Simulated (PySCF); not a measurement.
## How methods differ on the ionisation energy of Sm⁴⁴⁺

Sm⁴⁴⁺ [Ar] → Sm⁴⁵⁺ [Ne] 3s2 3p5 [3p1/2^2 3p3/2^3, M_J = 3/2], as a difference of total energies. Computed with PySCF 2.14 in an uncontracted even-tempered set (18 s from 10 bohr⁻², ratio 2.4; 14 p from 13 bohr⁻², ratio 2.4; 4 d from 52 bohr⁻², ratio 2.6; 4 f from 77 bohr⁻², ratio 2.6), with the two-component X2C-1e Hamiltonian. Correlated levels: 1s2 frozen; the 54 highest virtual spinors dropped. "Screened" scales the spin-orbit matrix elements by Boettger's factors to mimic the two-electron term; Breit and QED terms are absent.

| method | ionisation energy (eV) |
| --- | --- |
| GHF (spin-free) | 3717.3 |
| GMP2 (spin-free) | 3718.2 |
| GHF (screened spin-orbit) | 3671.0 |
| GMP2 (screened spin-orbit) | 3671.9 |

Breit and QED terms and the two-electron picture change are absent.

The spin-free rows lack the spin-orbit shift.

For comparison: 3669 ± 4 eV (theoretical estimate listed by NIST; NIST Atomic Spectra Database, ionization energies).
